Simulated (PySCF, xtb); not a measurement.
H₄NSi, SMILES [SiH3][NH] (connectivity only; charge and spin as stated), charge -1, multiplicity 1.

GFN2-xTB in xtb at its own geometry gives an orbital gap of 5.51 eV.

Geometry: PBE0-D3(BJ)/def2-TZVPD. The multiplicity is an assumed one; other spin states were not compared. The isomer is the one that the SMILES or the coordinates give; other isomers of the formula were not compared.

**Question.** What does PySCF with PBE/def2-TZVPD give? (Estimate from the structure and the level; the computed values follow.)

**Answer.** gap 3.03 eV (levels 0.97 and 4.00 eV).
